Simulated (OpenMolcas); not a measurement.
Ho3+ among 3 point charges of -0.5 e arranged as a planar triangle (D3h).

- Program: OpenMolcas
- Method: CASSCF
- Basis: ANO-RCC-VDZP [7s6p4d2f1g]
- Scalar Hamiltonian: DKH2, point nucleus
- Active space: 10 electrons in 7 orbitals (4f)
- State averaging: 2S+1 = 5 even, 35 roots (30 in the spin-orbit step); 2S+1 = 3 even, 103 roots kept (CI in the orbitals of an earlier block); 2S+1 = 1 even, 31 roots kept (CI in the orbitals of an earlier block)
- Spin-orbit coupling: state interaction with AMFI integrals over the reference wave functions

All point charges move together. At R = 2.53 Å the width of the lowest J multiplet is 179 cm-1, and at R = 2.72 Å it is 143 cm-1.

Task: A third run gives 224 cm-1. What distance was it run at?

Result: With a power law R^-n the two known points give n = -ln(143 / 179) / ln(2.72 / 2.53) = 3.10. Then R = 2.53 × (179 / 224)^(1/3.10) = 2.353 Å. The run was at 2.35 Å, so the estimate is off by +0.003 Å.

High states are left out of the spin-orbit mixing, which shifts the levels that they would mix with. Point charges carry no covalency, so the field is a model and not that of real ligands. An unlabelled pair can be two single states that coincide in this model. A group larger than the point group allows holds several states that coincide in this model. No measured value stands beside these numbers.
